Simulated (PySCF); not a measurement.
## Telling isomers of C$_{8}$H$_{10}$OSi apart by NMR

[PySCF 2.14: geometry: GFN2-xTB; PBE0/pcSseg-1 with gauge-including orbitals; one conformer; relativity neglected; one averaged value for each set of equivalent atoms; no solvent model]

δ = σ(ref) − σ, references computed at the same level: ¹H (σref 31.72) and ¹³C (σref 186.93) against TMS. Where no couplings were computed, multiplicities follow the n + 1 count of equivalent neighbours, and m marks all less simple cases (inequivalent or close neighbours, rings, F or P nearby). Shifts are as computed. Against solution values, carbons near 30 ppm lie about +3 ppm off and those near 130 ppm about +5 ppm (rms about the fit 2.1 ppm; single classes can miss by 10 ppm). Of 1328 compounds with measured shifts, 309 miss one by over three times the rms of a fit or turn the order of signals round; such compounds aren't used in these exercises. Signals without a measured value on file couldn't be tested in this way; 1H shifts scatter by 0.2 ppm about their fit, and single ones miss by 0.5 ppm.

(1) Tabulate the signals of `C=C1C(=C)C(C[SiH3])=C1C=O`, `C=Cc1ccccc1O[SiH3]` and their relative energies.

(2) What is the quickest way to tell C=C1C(=C)C(C[SiH3])=C1C=O from C=Cc1ccccc1O[SiH3]?

## Answers

(1) 
| SMILES | carbon types | δC | δH | E rel. (kcal/mol) |
| --- | --- | --- | --- | --- |
| C=C1C(=C)C(C[SiH3])=C1C=O | 4×C 1×CH 3×CH2 | 190.8, 179.6, 156.8, 150.8, 147.1, 110.1, 95.5, 16.1 | 10.32 (s, 1H), 5.68 (m, 1H), 5.57 (m, 1H), 5.22 (m, 1H), 5.09 (m, 1H), 3.94 (t, 3H), 2.74 (q, 2H) | 62.6 |
| C=Cc1ccccc1O[SiH3] | 2×C 5×CH 1×CH2 | 159.0, 138.5, 134.1, 133.1, 130.1, 126.7, 119.3, 117.9 | 8.01 (d, 1H), 7.57 (m, 1H), 7.46 (m, 1H), 7.28 (m, 1H), 6.83 (d, 1H), 6.09 (m, 1H), 5.64 (m, 1H), 5.22 (s, 3H) | 0.0 |

Energies are electronic energies at PBE0/pcSseg-1 on these geometries, without zero-point or thermal terms, each for the one conformer computed, which needn't be the lowest.

(2) Both give the same number of carbon signals, but DEPT or the intensities differ. The first has an allylic sp3 CH2 bonded to Si at 16.1 ppm, the second an aromatic CH at 126.7 ppm. Their most deshielded carbons lie at 190.8 and 159.0 ppm. In the proton spectra the most deshielded non-exchanging signals are 10.32 (s, 1H) and 8.01 (d, 1H).
